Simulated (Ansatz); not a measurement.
`[SiH3]/N=C\[SiH2][SiH3]` and `[SiH3]/N=C\S` differ in one atom or group.

Ansatz, PBE0-D4/def2-TZVP geometries, multiplicity 1. Each molecule was computed in one conformer, which needn't be the lowest.

```tsv
property	`[SiH3]/N=C\[SiH2][SiH3]`
HOMO–LUMO gap (B3LYP/def2-TZVPP) / eV	4.65
HOMO–LUMO gap (PBE0/def2-TZVPP) / eV	5.05
size of the dipole moment (PBE/def2-TZVPP) / D	1.05
LUMO energy (PBE0/def2-TZVPP) / eV	-1.62
HOMO energy (PBE0/def2-TZVPP) / eV	-6.68
LUMO energy (PBE/def2-TZVPP) / eV	-2.63
```

**Question.** Give the same properties after the change, and the shifts. (An estimate is asked.)

**Answer.** Computed: 
| property | `[SiH3]/N=C\S` | shift |
| --- | --- | --- |
| HOMO–LUMO gap (B3LYP/def2-TZVPP) / eV | 5.84 | 1.19 |
| HOMO–LUMO gap (PBE0/def2-TZVPP) / eV | 6.28 | 1.23 |
| size of the dipole moment (PBE/def2-TZVPP) / D | 0.74 | -0.31 |
| LUMO energy (PBE0/def2-TZVPP) / eV | -1.00 | 0.62 |
| HOMO energy (PBE0/def2-TZVPP) / eV | -7.28 | -0.60 |
| LUMO energy (PBE/def2-TZVPP) / eV | -1.99 | 0.64 |

With PBE0 the HOMO falls by 0.60 eV and the LUMO rises by 0.62 eV, so the gap widens by about 1.22 eV. PBE moves the HOMO by -0.54 eV and ωB97M-V by -0.61 eV. Dipoles are sizes alone; their direction can turn.

B3LYP here is the variant with VWN-RPA as its local correlation; programs differ in this.
